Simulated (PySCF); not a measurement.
Correlation energy of C(2+) (carbon, charge +2)

[He] 2s2, closed-shell 1S. All numbers are calculated (PySCF 2.14, scalar relativity by spin-free X2C-1e, in Sapporo-DZP-2012). Frozen: 1s2; 2 electrons correlated.

Total MP2 correlation energy: -40.44 mhartree.

Same-spin part 0.00 and opposite-spin part -40.44 mhartree; SCS-MP2 scales them by 1/3 and 6/5 to -48.53 mhartree.

With two correlated electrons CCSD is exact within the correlated space (frozen core and kept virtual orbitals).

| level | correlation energy (mhartree) |
| --- | --- |
| CCSD | -72.73 |

Diagnostics: T1 = 0.0090, D1 = 0.0127, largest double amplitude 0.156.

**Question.** Is a single reference adequate?

**Answer.** Not fully. A double-excitation amplitude exceeds 0.15, a sign of near-degeneracy.
